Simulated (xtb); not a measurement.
xtb input (GFN2-xTB):

```bash
xtb mol.xyz --gfn 2 --ohess tight --chrg 1 --uhf 0
```
mol.xyz:
```
8

Si    -0.80366390    -0.13711604    -0.16879607
F     -0.97040382    -1.21883178    -1.36180360
F     -1.56739573    -0.68135809     1.26420857
F     -1.48663786     1.30638778    -0.57106200
N      0.94609199     0.16675058     0.15575569
H      1.35055587    -0.73970815     0.39208429
H      1.40819869     0.44539559    -0.71983771
H      1.12829147     0.83067441     0.91402239
```

Output:

```
           -------------------------------------------------
          |                Calculation Setup                |
           -------------------------------------------------

           -------------------------------------------------
          |                 G F N 2 - x T B                 |
           -------------------------------------------------

        Reference                      10.1021/acs.jctc.8b01176
      * Hamiltonian:
        H0-scaling (s, p, d)           1.850000    2.230000    2.230000
        zeta-weighting                 0.500000
      * Dispersion:
        s8                             2.700000
        a1                             0.520000
        a2                             5.000000
        s9                             5.000000
      * Repulsion:
        kExp                           1.500000    1.000000
        rExp                           1.000000
      * Coulomb:
        alpha                          2.000000
        third order                    shell-resolved
        anisotropic                    true
        a3                             3.000000
        a5                             4.000000
        cn-shift                       1.200000
        cn-exp                         4.000000
        max-rad                        5.000000

          ...................................................
          :                      SETUP                      :
          :.................................................:
          :  # basis functions                  29          :
          :  # atomic orbitals                  28          :
          :  # shells                           14          :
          :  # electrons                        32          :
          :  max. iterations                   250          :
          :  Hamiltonian                  GFN2-xTB          :
          :  restarted?                      false          :
          :  GBSA solvation                  false          :
          :  PC potential                    false          :
          :  electronic temp.          300.0000000     K    :
          :  accuracy                    1.0000000          :
          :  -> integral cutoff          0.2500000E+02      :
          :  -> integral neglect         0.1000000E-07      :
          :  -> SCF convergence          0.1000000E-05 Eh   :
          :  -> wf. convergence          0.1000000E-03 e    :
          :  Broyden damping             0.4000000          :
          :  net charge                          1          :
          :  unpaired electrons                  0          :
          ...................................................

 iter      E             dE          RMSdq      gap      omega  full diag
   1    -20.0215461 -0.200215E+02  0.707E+00    9.59       0.0  T
   2    -20.1491709 -0.127625E+00  0.509E+00    8.56       1.0  T
   3    -20.1555228 -0.635192E-02  0.398E+00    8.64       1.0  T
   4    -20.1418602  0.136626E-01  0.186E+00    7.85       1.0  T
   5    -20.1581121 -0.162519E-01  0.849E-01    8.51       1.0  T
   6    -20.1584968 -0.384686E-03  0.136E-01    8.46       1.0  T
[...]
     1  14 Si       3   9 F                                       1.5545261
     1  14 Si       4   9 F                                       1.5544951
     1  14 Si       5   7 N                                       1.8515535 (max)
Refinement of some symmetry elements was terminated before convergence was reached.
Some symmetry elements may remain unidentified.
Molecule has the following symmetry elements: (C3) 3*(sigma)
It seems to be the C3v point group
     5   7 N        6   1 H                                       1.0298403
     5   7 N        7   1 H                                       1.0298028 (min)
     5   7 N        8   1 H                                       1.0298144

 * 3 distinct bonds (by element types)

   Z      Z             #   av. dist./Å        max./Å        min./Å
   1 H    7 N           3     1.0298192     1.0298403     1.0298028
   7 N   14 Si          1     1.8515535     1.8515535     1.8515535
   9 F   14 Si          3     1.5544935     1.5545261     1.5544593

           -------------------------------------------------
          |               Frequency Printout                |
           -------------------------------------------------
 projected vibrational frequencies (cm⁻¹)
eigval :       -0.00    -0.00    -0.00    -0.00     0.00     0.00
eigval :       40.37   155.26   155.59   217.36   217.51   273.65
eigval :      589.06   757.22   757.31   852.23  1088.73  1089.08
eigval :     1361.57  1396.70  1396.82  3218.11  3218.38  3254.88
 reduced masses (amu)
   1: 15.48   2: 20.59   3: 18.56   4: 18.14   5: 19.31   6: 18.32   7:  1.38   8: 16.18
   9: 16.18  10: 19.43  11: 19.43  12: 20.38  13: 16.78  14:  3.67  15:  3.67  16: 20.32
  17: 23.32  18: 23.32  19:  3.04  20:  1.71  21:  1.71  22:  2.04  23:  2.04  24:  1.30
 IR intensities (km·mol⁻¹)
   1: 27.68   2:  0.16   3: 12.08   4:  7.82   5:  5.68   6: 14.30   7:  0.00   8: 16.75
   9: 16.73  10: 17.69  11: 17.68  12:147.15  13: 67.36  14: 90.47  15: 90.65  16: 93.29
  17:313.64  18:313.74  19:353.84  20: 96.69  21: 96.55  22:134.64  23:134.65  24:104.97
 Raman intensities (Ä⁴*amu⁻¹)
   1:  0.00   2:  0.00   3:  0.00   4:  0.00   5:  0.00   6:  0.00   7:  0.00   8:  0.00
   9:  0.00  10:  0.00  11:  0.00  12:  0.00  13:  0.00  14:  0.00  15:  0.00  16:  0.00
  17:  0.00  18:  0.00  19:  0.00  20:  0.00  21:  0.00  22:  0.00  23:  0.00  24:  0.00
 output can be read by thermo (or use thermo option).
 writing <g98.out> molden fake output.
 recommended (thermochemical) frequency scaling factor: 1.0
           -------------------------------------------------
          |             Thermodynamic Functions             |
           -------------------------------------------------

c3v symmetry found (for desy threshold:  0.10E+00) used in thermo

          ...................................................
          :                      SETUP                      :
          :.................................................:
          :  # frequencies                          18      :
          :  # imaginary freq.                       0      :
          :  linear?                             false      :
          :  only rotor calc.                    false      :
          :  symmetry                              c3v      :
          :  rotational number                       3      :
          :  scaling factor                  1.0000000      :
          :  rotor cutoff                   50.0000000 cm⁻¹ :
          :  imag. cutoff                  -20.0000000 cm⁻¹ :
          :.................................................:

    mode    ω/cm⁻¹     T·S(HO)/kcal·mol⁻¹    T·S(FR)/kcal·mol⁻¹   T·S(vib)
   ------------------------------------------------------------------------
       1     40.37    -1.56256 ( 29.82%)    -1.11901 ( 70.18%)    -1.25129
       2    155.26    -0.77721 ( 98.94%)    -0.72065 (  1.06%)    -0.77661
       3    155.59    -0.77602 ( 98.94%)    -0.72003 (  1.06%)    -0.77543
       4    217.36    -0.59064 ( 99.72%)    -0.62105 (  0.28%)    -0.59072
       5    217.51    -0.59025 ( 99.72%)    -0.62084 (  0.28%)    -0.59034
       6    273.65    -0.46901 ( 99.89%)    -0.55286 (  0.11%)    -0.46910
   ------------------------------------------------------------------------

   temp. (K)  partition function   enthalpy   heat capacity  entropy
                                   cal/mol     cal/K/mol   cal/K/mol   J/K/mol
 298.15  VIB   75.7                 2594.808     14.393     16.253
         ROT  0.399E+05              888.752      2.981     24.035
Note: The following floating-point exceptions are signalling: IEEE_DENORMAL
normal termination of xtb
         INT  0.302E+07             3483.560     17.374     40.288
         TR   0.998E+27             1481.254      4.968     39.762
         TOT                        4964.8144    22.3422    80.0507   334.9321

       T/K    H(0)-H(T)+PV         H(T)/Eh          T*S/Eh         G(T)/Eh
   ------------------------------------------------------------------------
    298.15    0.791194E-02    0.535660E-01    0.380347E-01    0.155314E-01
   ------------------------------------------------------------------------

         :::::::::::::::::::::::::::::::::::::::::::::::::::::
         ::                  THERMODYNAMIC                  ::
         :::::::::::::::::::::::::::::::::::::::::::::::::::::
         :: total free energy         -20.086430957259 Eh   ::
         ::.................................................::
         :: total energy              -20.101962314869 Eh   ::
         :: zero point energy           0.045654092806 Eh   ::
         :: G(RRHO) w/o ZPVE           -0.030122735196 Eh   ::
         :: G(RRHO) contrib.            0.015531357610 Eh   ::
         :::::::::::::::::::::::::::::::::::::::::::::::::::::

optimized geometry written to: xtbopt.xyz

           -------------------------------------------------
          | TOTAL ENERGY              -20.101962314869 Eh   |
          | TOTAL ENTHALPY            -20.048396286672 Eh   |
          | TOTAL FREE ENERGY         -20.086430957259 Eh   |
          | GRADIENT NORM               0.000106775274 Eh/α |
          | HOMO-LUMO GAP               9.640327896325 eV   |
           -------------------------------------------------

------------------------------------------------------------------------
------------------------------------------------------------------------
 total:
 SCF:
 ANC optimizer:
 analytical hessian:
```

It need not be the lowest isomer of its formula.
